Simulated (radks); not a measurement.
Values are calculated unless marked as measured or tabulated.
Species: Zr+. Configuration: [Kr] 4d2 5s1. Level of theory: Dirac Kohn-Sham, PBE, spin-unpolarised, spherical densities, finite nucleus; open shells fill j = l - 1/2 first; Fermi nuclear charge, rms radius 4.2694 fm (a radial shooting solver on a logarithmic mesh with Libxc functionals).

Normalised radial functions P(r) = r R(r) (large component), r in bohr:

| r | 5s1/2 | 4d5/2 |
|---|---|---|
| 0.001932 | 0.0182 | 0.0000 |
| 0.002577 | 0.0234 | 0.0000 |
| 0.003437 | 0.0297 | 0.0000 |
| 0.004584 | 0.0372 | 0.0000 |
| 0.006114 | 0.0458 | 0.0001 |
| 0.008154 | 0.0551 | 0.0002 |
| 0.01088 | 0.0639 | 0.0004 |
| 0.01462 | 0.0705 | 0.0009 |
| 0.0195 | 0.0716 | 0.0020 |
| 0.02601 | 0.0632 | 0.0043 |
| 0.03469 | 0.0411 | 0.0091 |
| 0.04627 | 0.0028 | 0.0187 |
| 0.06172 | -0.0483 | 0.0367 |
| 0.08231 | -0.0981 | 0.0681 |
| 0.1098 | -0.1204 | 0.1176 |
| 0.1464 | -0.0861 | 0.1853 |
| 0.1953 | 0.0124 | 0.2593 |
| 0.2605 | 0.1329 | 0.3101 |
| 0.3474 | 0.1856 | 0.2937 |
| 0.4634 | 0.0955 | 0.1730 |
| 0.618 | -0.1100 | -0.0528 |
| 0.8243 | -0.2834 | -0.3332 |
| 1.099 | -0.2585 | -0.5801 |
| 1.478 | 0.0135 | -0.7048 |
| 1.971 | 0.3658 | -0.6699 |
| 2.629 | 0.5933 | -0.5250 |
| 3.507 | 0.5854 | -0.3384 |
| 4.678 | 0.3892 | -0.1693 |
| 6.239 | 0.1709 | -0.0609 |
| 8.321 | 0.0447 | -0.0138 |
| 11.1 | 0.0061 | -0.0017 |

5s1/2: eigenvalue -9.927 eV, 4 radial nodes at r = 0.0471, 0.190, 0.535, 1.46 bohr, <r> = 3.43 bohr, 90 % of the charge inside 5.01 bohr. 4d5/2 (empty): eigenvalue -9.889 eV, 1 radial node at r = 0.583 bohr, <r> = 2.15 bohr, 90 % of the charge inside 3.47 bohr.
